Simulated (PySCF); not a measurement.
# How methods differ on the ionisation energy of Pt⁶¹⁺

Pt⁶¹⁺ [Ne] 3s2 3p5 (2P) → Pt⁶²⁺ [Ne] 3s2 3p4 (3P), as a difference of total energies. Computed with PySCF 2.14 in an uncontracted even-tempered set (17 s from 17 bohr⁻², ratio 2.5; 12 p from 22 bohr⁻², ratio 2.5; 4 d from 89 bohr⁻², ratio 2.7; 4 f from 130 bohr⁻², ratio 2.7), with the spin-free X2C one-electron Hamiltonian (Gaussian nucleus). Correlated levels: outer shells: 1s2 frozen; virtual orbitals above 40 to 60 times the deepest correlated orbital energy dropped. The calculations carry no spin-orbit coupling.

```csv
method,ionisation energy (eV)
UHF,6785.8
LDA,6787.5
PBE,6788.7
PBE0,6788.5
r2SCAN,6789.2
MN15,6800.2
M06,6788.6
MP2 (outer shells),6787.1
SCS-MP2 (outer shells),6787.0
```

Spin-orbit coupling is strong in these open shells (close to jj coupling). The scalar numbers leave it out and a first-order estimate fails, so it can dominate the gap to the real levels.

Breit and QED terms and the two-electron picture change are absent.

For comparison: 6646 ± 12 eV (theoretical estimate listed by NIST; NIST Atomic Spectra Database, ionization energies).
